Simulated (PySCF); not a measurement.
Sn(H)3(OAc), SMILES [SnH3][O]C(C)=O, singlet, PBE0/def2-SVP optimised geometry.

```
11

Sn     0.05    -1.82     0.00
O     -0.66     0.14     0.00
C     -0.27     0.65     1.14
C     -0.66     2.08     1.37
O      0.37    -0.02     1.94
H      1.75    -1.82     0.00
H     -0.71    -2.71     1.24
H     -0.58    -2.24    -1.54
H     -0.21     2.71     0.59
H     -0.32     2.41     2.36
H     -1.75     2.18     1.28
```

Density from PBE0/def2-TZVP, def2 effective core potentials past Kr (PySCF) at that geometry. The core electrons that the potentials of Sn replace are not part of the density.

Minimum of the electron density along straight lines between bonded atoms, close to the bond critical point (lines longer than 1.1 times the sum of covalent radii, or with two minima, are not listed):

```
bond    length / Å  ρ at the minimum / e bohr⁻³  ∇²ρ there / e bohr⁻⁵  position (fraction from the first atom)
------  ----------  ---------------------------  --------------------  ---------------------------------------
Sn1–O2       2.085                        0.095                  0.33                                     0.51
O2–C3        1.307                        0.340                 -0.67                                     0.66
C3–C4        1.500                        0.264                 -0.71                                     0.53
C3–O5        1.223                        0.415                 -0.31                                     0.34
Sn1–H6       1.703                        0.117                  0.06                                     0.63
Sn1–H7       1.703                        0.117                  0.06                                     0.63
Sn1–H8       1.716                        0.114                  0.07                                     0.63
C4–H9        1.100                        0.271                 -0.91                                     0.64
C4–H10       1.095                        0.277                 -0.95                                     0.65
C4–H11       1.099                        0.271                 -0.91                                     0.64
```
